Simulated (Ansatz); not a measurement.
Cd₁₂H₃₀S₁₂, a nanocrystal cut from wurtzite CdS (hydrogen-capped). Total charge 0; triplet. Geometry r2SCAN-D4/def2-SVP, that of the neutral singlet; atoms count from 1.

```xyz
54

Cd   -3.3707   -3.8195    2.0824
S    -1.2575   -5.0202    0.1780
Cd   -3.5031   -0.6476    2.6588
S    -1.5145    1.0981    4.1829
S    -1.7555   -1.4443    1.1712
Cd    0.5098   -1.1044    2.3447
Cd    0.9393   -4.1374   -1.4274
S     1.9652   -2.6092    0.4311
Cd    0.9163    2.7661    3.3663
S     1.5566    1.1456    1.6735
Cd    4.0322    1.9587    3.1871
Cd    4.0057   -1.7533   -0.9625
S     5.0480   -0.1164    1.1395
S    -4.1930    1.6785    0.7965
Cd   -2.3045   -0.5374   -1.1708
S    -0.3619   -2.1303   -2.4856
Cd   -2.5477    3.5124   -1.0099
S    -0.7664    4.3168    1.3434
S    -1.0687    1.6785   -1.6024
Cd    1.2473    2.2363   -0.6370
Cd    1.5883   -1.2575   -3.9948
S     2.5820    0.1612   -2.0357
Cd   -1.8320    3.1341   -4.1286
S     0.0721    0.9058   -5.0937
H    -2.4673   -4.1483    3.4738
H    -4.5575   -3.7018    0.8825
H    -0.6497   -6.0786    0.7650
H    -1.8601   -5.8090   -0.7433
H    -4.8152   -0.5562    3.6922
H    -0.7214    0.0192    4.4550
H    -1.8663    1.2898    5.4765
H     0.7061   -1.6810    3.9557
H     1.5801   -5.5160   -2.1629
H     2.5936   -3.5613    1.1600
H     0.9345    3.8622    4.6294
H     3.8681    0.8196    4.4271
H     4.4264    3.2866    2.2166
H     5.3146   -2.6089   -1.5996
H     5.7659   -1.0667    1.7842
H     6.1435    0.3487    0.4929
H    -5.4872    2.0610    0.9095
H    -4.4339    0.8189   -0.2380
H    -3.8913   -0.7381   -1.8098
H    -1.0589   -2.8107   -3.4255
H    -3.5497    4.8503   -1.0643
H    -0.8574    5.6360    1.6360
H     0.3092    4.4733    0.5152
H     1.9299    3.7924   -0.9195
H     2.3686   -2.0083   -5.2903
H     3.5664    0.7939   -2.7162
H    -3.2295    2.2394   -4.4554
H    -0.6090    4.2999   -4.0410
H    -0.4799    0.2405   -6.1362
H     1.0401    1.4388   -5.8767
```

In the def2 sets Cd takes a core potential; there is no spin–orbit coupling. Single mean-field runs in def2-TZVP are fitted with def2-universal-jkfit. At PBE0-D4/def2-TZVP a singlet of charge 0 lies 4.01 eV below the triplet at the same geometry.

Estimate the Mulliken populations of the heavy atoms from the PBE0/def2-TZVP orbitals of Ansatz.


| atom | charge (e) | spin (α − β) | d electrons |
| --- | --- | --- | --- |
| Cd1 | 0.27 | 0.02 | 9.94 |
| S2 | -0.30 | 0.00 | – |
| Cd3 | 0.47 | 0.04 | 9.97 |
| S4 | -0.37 | 0.03 | – |
| S5 | -0.73 | 0.20 | – |
| Cd6 | 0.48 | 0.09 | 9.98 |
| Cd7 | 0.48 | 0.05 | 9.98 |
| S8 | -0.60 | -0.02 | – |
| Cd9 | 0.44 | 0.09 | 9.97 |
| S10 | -0.63 | 0.40 | – |
| Cd11 | 0.27 | 0.05 | 9.94 |
| Cd12 | 0.48 | 0.05 | 9.98 |
| S13 | -0.30 | 0.00 | – |
| S14 | -0.36 | 0.01 | – |
| Cd15 | 0.52 | 0.05 | 9.98 |
| S16 | -0.61 | -0.02 | – |
| Cd17 | 0.47 | 0.05 | 9.97 |
| S18 | -0.37 | 0.03 | – |
| S19 | -0.72 | 0.21 | – |
| Cd20 | 0.47 | 0.10 | 9.98 |
| Cd21 | 0.48 | 0.05 | 9.98 |
| S22 | -0.60 | -0.02 | – |
| Cd23 | 0.27 | 0.02 | 9.94 |
| S24 | -0.30 | 0.00 | – |
Mulliken values depend strongly on the basis.

Where does the spin sit?

Summed by element: Cd 0.67, S 0.82, H 0.51, of 2 unpaired in all. Largest on single atoms: S10 0.40, S19 0.21, S5 0.20.

And the Mayer bond orders between heavy atoms (over 0.3)?

Cd3–S5 0.66 (2.43 Å); S5–Cd6 0.41 (2.57 Å); S5–Cd15 0.45 (2.57 Å); Cd6–S10 0.43 (2.57 Å); Cd7–S8 0.41 (2.62 Å); Cd7–S16 0.41 (2.62 Å); S8–Cd12 0.41 (2.62 Å); Cd9–S10 0.60 (2.43 Å); S10–Cd20 0.42 (2.57 Å); Cd12–S22 0.41 (2.62 Å); Cd15–S19 0.45 (2.57 Å); S16–Cd21 0.41 (2.62 Å); Cd17–S19 0.66 (2.43 Å); S19–Cd20 0.42 (2.57 Å); Cd21–S22 0.41 (2.62 Å).
